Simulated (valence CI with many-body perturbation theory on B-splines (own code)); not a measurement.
Level structure of Te47+

Method: valence CI with perturbative core correlation (CI+MBPT): three valence electrons over a frozen Dirac-Fock core [He], radial functions for each j: 11 s, 11 p, 9 d, 7 f, 5 g, 2 h, 1 i, with the one-electron correlation potential Σ1 (screened to all orders), the two-electron term Σ2, the three-electron term Σ3, Breit, model QED; selected single and double excitations, second order for the rest (own B-spline code, finite nucleus).

No measured spectrum was set against this ion. As an estimate, large intervals hold to a few tenths of a per cent, small ones and those within an open d or f shell to about a per cent.

Levels 46 to 90 of 100, with energies above the lowest level, (2s^2 2p1/2) J=1/2. "Leading %" is the weight of the configuration and term that name the level; weights of strongly mixed levels are sums over their largest components and can fall short. In the jj column 3d3/2^4 stands for four electrons in 3d with j = 3/2. Lifetimes count E1, E2, E3, M1 and M2 decay at the calculated energies, and are blank where another channel may lead or the interval is too uncertain; long ones can be off by a factor of two.

| No. | Configuration | Term | J | E (eV) | Leading % | Second component | g | Lifetime | Leading jj |
| --- | --- | --- | --- | --- | --- | --- | --- | --- | --- |
| 46 | 2p2 3d | 2D | 3/2 | 5235.9 | 38 | 35 % 2p2 3d 4F | 0.783 | 15.1 fs | 2p1/2^2 3d3/2 (97 %) |
| 47 | 2s 2p 3s | 2P° | 1/2 | 5237.6 | 92 | 7 % 2s 2p 3s 4P° | 0.799 | 13.0 fs | 2s 2p3/2 3s (98 %) |
| 48 | 2s 2p 3s | 2P° | 3/2 | 5241.1 | 84 | 14 % 2s 2p 3s 4P° | 1.376 | 27.0 fs | 2s 2p3/2 3s (97 %) |
| 49 | 2p2 3d | 2D | 5/2 | 5270.3 | 31 | 20 % 2p2 3d 4D | 1.197 | 3.11 fs | 2p1/2^2 3d5/2 (97 %) |
| 50 | 2s 2p 3p | 2P | 1/2 | 5291.2 | 55 | 21 % 2s 2p 3p 2S | 1.186 | 13.2 fs | 2s 2p3/2 3p1/2 (96 %) |
| 51 | 2s 2p 3p | 2D | 3/2 | 5292.6 | 62 | 25 % 2s 2p 3p 2P | 0.974 | 13.7 fs | 2s 2p3/2 3p1/2 (95 %) |
| 52 | 2s 2p 3p | 4D | 7/2 | 5307.0 | 100 |  | 1.415 | 2.39 ps | 2s 2p3/2 3p3/2 (100 %) |
| 53 | 2s 2p 3p | 2P | 3/2 | 5310.6 | 44 | 32 % 2s 2p 3p 4S | 1.486 | 13.3 fs | 2s 2p3/2 3p3/2 (91 %) |
| 54 | 2s 2p 3p | 2S | 1/2 | 5323.1 | 41 | 25 % 2s 2p 3p 2P | 1.441 | 6.94 fs | 2s 2p3/2 3p3/2 (81 %) |
| 55 | 2s 2p 3p | 4P | 5/2 | 5323.1 | 43 | 42 % 2s 2p 3p 2D | 1.378 | 10.3 fs | 2s 2p3/2 3p3/2 (90 %) |
| 56 | 2p2 3s | 4P | 3/2 | 5345.7 | 83 | 8 % 2p2 3s 2P | 1.648 | 31.5 fs | 2p1/2 2p3/2 3s (92 %) |
| 57 | 2s 2p 3d | 4D° | 5/2 | 5354.7 | 46 | 21 % 2s 2p 3d 4F° | 1.237 | 2.41 fs | 2s 2p3/2 3d3/2 (96 %) |
| 58 | 2s 2p 3d | 4P° | 3/2 | 5357.1 | 40 | 40 % 2s 2p 3d 4D° | 1.342 | 2.05 fs | 2s 2p3/2 3d3/2 (93 %) |
| 59 | 2p2 3s | 2D | 5/2 | 5358.2 | 41 | 24 % 2p2 3s 4P | 1.334 | 49.2 fs | 2p1/2 2p3/2 3s (64 %) |
| 60 | 2s 2p 3d | 4P° | 1/2 | 5358.4 | 77 | 12 % 2s 2p 3d 4D° | 2.217 | 2.20 fs | 2s 2p3/2 3d3/2 (89 %) |
| 61 | 2s 2p 3d | 4F° | 7/2 | 5359.5 | 48 | 33 % 2s 2p 3d 4D° | 1.270 | 3.03 fs | 2s 2p3/2 3d3/2 (81 %) |
| 62 | 2p2 3s | 2P | 1/2 | 5359.9 | 53 | 27 % 2p2 3s 4P | 1.321 | 11.1 fs | 2p1/2 2p3/2 3s (79 %) |
| 63 | 2p2 3s | 2D | 3/2 | 5364.1 | 53 | 29 % 2p2 3s 2P | 1.037 | 18.8 fs | 2p1/2 2p3/2 3s (84 %) |
| 64 | 2s 2p 3d | 4F° | 9/2 | 5368.4 | 100 |  | 1.322 | 92.8 ps | 2s 2p3/2 3d5/2 (100 %) |
| 65 | 2s 2p 3p | 2D | 5/2 | 5380.0 | 58 | 14 % 2p2 3s 2D | 1.265 | 14.6 fs | 2s 2p3/2 3p3/2 (73 %) |
| 66 | 2s 2p 3d | 2D° | 5/2 | 5385.5 | 45 | 32 % 2s 2p 3d 4P° | 1.306 | 3.32 fs | 2s 2p3/2 3d5/2 (99 %) |
| 67 | 2p2 3p | 4P° | 1/2 | 5387.7 | 40 | 26 % 2p2 3p 4D° | 1.772 | 19.3 fs | 2p1/2 2p3/2 3p1/2 (89 %) |
| 68 | 2s 2p 3d | 2D° | 3/2 | 5388.6 | 34 | 29 % 2s 2p 3d 4P° | 1.164 | 3.77 fs | 2s 2p3/2 3d5/2 (70 %) |
| 69 | 2s 2p 3p | 2S | 1/2 | 5389.3 | 63 | 21 % 2s 2p 3p 2P | 1.725 | 260 fs | 2s 2p3/2 3p3/2 (97 %) |
| 70 | 2s 2p 3p | 2P | 3/2 | 5389.4 | 52 | 23 % 2s 2p 3p 2D | 1.193 | 14.3 fs | 2s 2p3/2 3p3/2 (84 %) |
| 71 | 2p2 3p | 4D° | 3/2 | 5392.8 | 43 | 10 % 2s 2p 3d 2D° | 1.123 | 12.6 fs | 2p1/2 2p3/2 3p1/2 (76 %) |
| 72 | 2s 2p 3d | 2F° | 7/2 | 5395.2 | 68 | 31 % 2s 2p 3d 4D° | 1.220 | 1.89 fs | 2s 2p3/2 3d5/2 (81 %) |
| 73 | 2p2 3p | 2F° | 5/2 | 5399.9 | 43 | 27 % 2p2 3p 2D° | 1.065 | 4.45 fs | 2p1/2 2p3/2 3p1/2 (88 %) |
| 74 | 2s 2p 3d | 2P° | 1/2 | 5407.0 | 77 | 16 % 2s 2p 3d 4D° | 0.698 | 2.37 fs | 2s 2p3/2 3d5/2 (93 %) |
| 75 | 2s 2p 3d | 2F° | 5/2 | 5423.9 | 61 | 13 % 2s 2p 3d 2D° | 0.952 | 3.93 fs | 2s 2p3/2 3d3/2 (88 %) |
| 76 | 2s 2p 3d | 2D° | 3/2 | 5424.6 | 56 | 22 % 2s 2p 3d 2P° | 0.981 | 2.42 fs | 2s 2p3/2 3d3/2 (74 %) |
| 77 | 2p2 3p | 2P° | 3/2 | 5428.1 | 35 | 23 % 2p2 3p 2D° | 1.285 | 6.41 fs | 2p1/2 2p3/2 3p1/2 (86 %) |
| 78 | 2s 2p 3d | 2P° | 1/2 | 5429.3 | 88 | 11 % 2s 2p 3d 4D° | 0.616 | 2.89 fs | 2s 2p3/2 3d3/2 (94 %) |
| 79 | 2s 2p 3d | 2F° | 7/2 | 5438.3 | 78 | 10 % 2s 2p 3d 4D° | 1.174 | 7.26 fs | 2s 2p3/2 3d5/2 (96 %) |
| 80 | 2s 2p 3d | 2D° | 5/2 | 5450.0 | 65 | 24 % 2s 2p 3d 2F° | 1.140 | 1.88 fs | 2s 2p3/2 3d5/2 (96 %) |
| 81 | 2s 2p 3d | 2P° | 3/2 | 5452.5 | 78 | 7 % 2s 2p 3d 4D° | 1.288 | 2.72 fs | 2s 2p3/2 3d5/2 (96 %) |
| 82 | 2p2 3p | 4D° | 5/2 | 5476.6 | 52 | 34 % 2p2 3p 4P° | 1.415 | 9.28 fs | 2p1/2 2p3/2 3p3/2 (99 %) |
| 83 | 2p2 3p | 4P° | 1/2 | 5480.7 | 34 | 34 % 2p2 3p 2P° | 1.630 | 8.98 fs | 2p1/2 2p3/2 3p3/2 (98 %) |
| 84 | 2p2 3p | 2D° | 3/2 | 5485.9 | 51 | 25 % 2p2 3p 4P° | 1.173 | 8.73 fs | 2p1/2 2p3/2 3p3/2 (98 %) |
| 85 | 2p2 3p | 2F° | 7/2 | 5492.3 | 59 | 38 % 2p2 3p 4D° | 1.238 | 10.6 fs | 2p1/2 2p3/2 3p3/2 (97 %) |
| 86 | 2p2 3p | 2P° | 3/2 | 5501.6 | 39 | 28 % 2p2 3p 4S° | 1.394 | 8.72 fs | 2p1/2 2p3/2 3p3/2 (99 %) |
| 87 | 2p2 3p | 2D° | 5/2 | 5510.1 | 60 | 19 % 2p2 3p 2F° | 1.182 | 8.84 fs | 2p1/2 2p3/2 3p3/2 (98 %) |
| 88 | 2p2 3d | 4F | 3/2 | 5515.7 | 43 | 29 % 2p2 3d 2P | 0.929 | 9.43 fs | 2p1/2 2p3/2 3d3/2 (99 %) |
| 89 | 2p2 3d | 4F | 5/2 | 5517.0 | 54 | 39 % 2p2 3d 2F | 0.966 | 25.5 fs | 2p1/2 2p3/2 3d3/2 (98 %) |
| 90 | 2p2 3d | 4D | 1/2 | 5519.2 | 80 | 14 % 2p2 3d 2P | 0.227 | 18.1 fs | 2p1/2 2p3/2 3d3/2 (100 %) |
